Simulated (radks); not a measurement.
Task: Coherent X-ray form factor from a spherical all-electron density. Calculated with a radial shooting solver on a logarithmic mesh with Libxc functionals: non-relativistic Kohn-Sham, PBE, spin-polarised, spherical densities, point nucleus.

sin(theta)/lambda (1/angstrom),f0 (electrons)
0.05,14.632
0.1,13.658
0.15,12.380
0.2,11.095
0.25,9.982
0.3,9.094
0.4,7.859
0.5,6.991
0.6,6.221
0.8,4.763
1,3.552
1.25,2.524
1.5,1.930
2,1.407

The species is in the configuration that NIST lists as its ground one. Which atom or ion scatters so?

Result: The sulfur ion S+, [Ne] 3s2 3p3. Extrapolating in s^2 from the first two rows gives f0(0) = 15.0, near the electron count 15; among species with that count, the fall with angle is slower the higher Z, and the table is that of Z = 16; from so few rows the species is fixed only to a neighbour or two.
